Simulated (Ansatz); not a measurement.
Relaxation of ClH5OSn (8 atoms, charge 0, multiplicity 1), to a largest force component of 0.03 eV/Å in at most 50 steps.

These are results of RKS PBE/def2-SVPD in Ansatz 0.2.0, not measurements.

```xyz
8
Properties=species:S:1:pos:R:3:forces:R:3
Sn 0.327 0.043 -0.143 0.02 0.00 -0.08
Cl 0.288 -0.091 2.266 -0.05 -0.01 0.07
H 2.022 0.077 -0.472 0.00 0.01 0.00
H -0.455 1.511 -0.555 0.00 0.00 -0.01
H -0.401 -1.398 -0.722 0.00 0.00 0.00
O -2.672 0.017 0.855 0.25 -0.03 0.55
H -3.228 -0.781 0.846 0.00 0.01 -0.01
H -2.224 -0.007 1.737 -0.21 0.02 -0.52
```

Where does it end, and by what steps?

It converged. After 8 steps the energy has fallen by 0.010 eV; H7 moved furthest, 0.15 Å.

| step | energy less start (eV) | largest force component (eV/Å) | accepted |
| --- | --- | --- | --- |
| 0 | 0.0000 | 0.545 | yes |
| 1 | 0.0359 | 1.193 | no |
| 2 | 0.0010 | 0.650 | no |
| 3 | -0.0053 | 0.359 | yes |
| 4 | -0.0090 | 0.081 | yes |
| 5 | -0.0092 | 0.136 | yes |
| 6 | -0.0098 | 0.066 | yes |
| 7 | -0.0099 | 0.038 | yes |
| 8 | -0.0100 | 0.002 | yes |

```xyz
8
Properties=species:S:1:pos:R:3
Sn 0.352 0.042 -0.169
Cl 0.202 -0.110 2.244
H 2.056 0.111 -0.427
H -0.448 1.496 -0.598
H -0.340 -1.406 -0.775
O -2.706 0.017 0.890
H -3.319 -0.733 0.958
H -2.141 -0.047 1.688
```

Run time: 12 s on 4 threads of Arm Neoverse V1, with other jobs on the host, peak memory 0.17 GiB.
